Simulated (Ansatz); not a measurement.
Potential energy curve for Ge(OH)4, H₄GeO₄, SMILES [OH][Ge]([OH])([OH])[OH]. The O1–H9 bond (O1 also carries Ge; H9 carries nothing else) is stretched with both fragments frozen at the PBE0/def2-TZVP optimised geometry.

Computed with: RKS-PBE = Ansatz (a first-principles code) with restricted PBE/cc-pVDZ; UKS-PBE = unrestricted PBE/cc-pVDZ (Ansatz); UKS-B3LYP = unrestricted B3LYP/cc-pVDZ run with Ansatz; UCCSD(T) = CCSD(T) on UHF/cc-pVDZ, cores with 3d frozen (Ansatz).

Energies relative to the lowest point of each curve near equilibrium, in eV; the last columns give the difference from UCCSD(T):

| R / Å | RKS-PBE | UKS-PBE | UKS-B3LYP | UCCSD(T) | RKS-PBE − UCCSD(T) | UKS-PBE − UCCSD(T) | UKS-B3LYP − UCCSD(T) |
|---|---|---|---|---|---|---|---|
| 0.80 | 1.162 | 1.162 | 1.096 | 1.105 | 0.057 | 0.057 | -0.010 |
| 0.84 | 0.623 | 0.623 | 0.574 | 0.576 | 0.047 | 0.047 | -0.002 |
| 0.90 | 0.164 | 0.164 | 0.140 | 0.138 | 0.026 | 0.026 | 0.002 |
| 0.93 | 0.052 | 0.052 | 0.040 | 0.038 | 0.014 | 0.014 | 0.002 |
| 0.96 | 0.000 | 0.000 | 0.000 | 0.000 | 0.000 | 0.000 | 0.000 |
| 1.00 | 0.004 | 0.004 | 0.020 | 0.024 | -0.020 | -0.020 | -0.004 |
| 1.04 | 0.074 | 0.074 | 0.106 | 0.115 | -0.041 | -0.041 | -0.009 |
| 1.08 | 0.193 | 0.193 | 0.240 | 0.256 | -0.063 | -0.063 | -0.015 |
| 1.16 | 0.530 | 0.530 | 0.608 | 0.636 | -0.106 | -0.106 | -0.029 |
| 1.25 | 0.998 | 0.998 | 1.109 | 1.150 | -0.152 | -0.152 | -0.041 |
| 1.41 | 1.894 | 1.894 | 2.065 | 2.113 | -0.218 | -0.218 | -0.048 |
| 1.56 | 2.696 | 2.696 | 2.922 | 2.963 | -0.266 | -0.266 | -0.040 |
| 1.77 | 3.668 | 3.668 | 3.921 | 3.913 | -0.246 | -0.246 | 0.008 |
| 2.02 | 4.578 | 4.428 | 4.576 | 4.690 | -0.112 | -0.262 | -0.114 |
| 2.33 | 5.385 | 4.841 | 4.937 | 5.070 | 0.315 | -0.229 | -0.133 |
| 2.79 | 6.107 | 5.070 | 5.128 | 5.168 | 0.939 | -0.099 | -0.040 |

RKS-PBE is furthest from UCCSD(T) at 2.79 (0.939 eV, above); its mean absolute difference over the points is 0.164 eV.

UKS-PBE is furthest from UCCSD(T) at 1.56 (-0.266 eV, below); its mean absolute difference over the points is 0.115 eV.

UKS-B3LYP is furthest from UCCSD(T) at 2.33 (-0.133 eV, below); its mean absolute difference over the points is 0.031 eV.

The restricted form behind RKS-PBE keeps the bonding electrons paired and can't separate into open-shell fragments. The unrestricted determinant behind UKS-PBE is spin-contaminated at 2.02 to 2.79 Å (<S²> up to 0.9, against 0.00 for a pure singlet). The unrestricted determinant behind UKS-B3LYP is spin-contaminated at 1.77 to 2.79 Å (<S²> up to 1.0, against 0.00 for a pure singlet). The unrestricted determinant behind UCCSD(T) is spin-contaminated at 1.41 to 2.79 Å (<S²> up to 1.0, against 0.00 for a pure singlet).
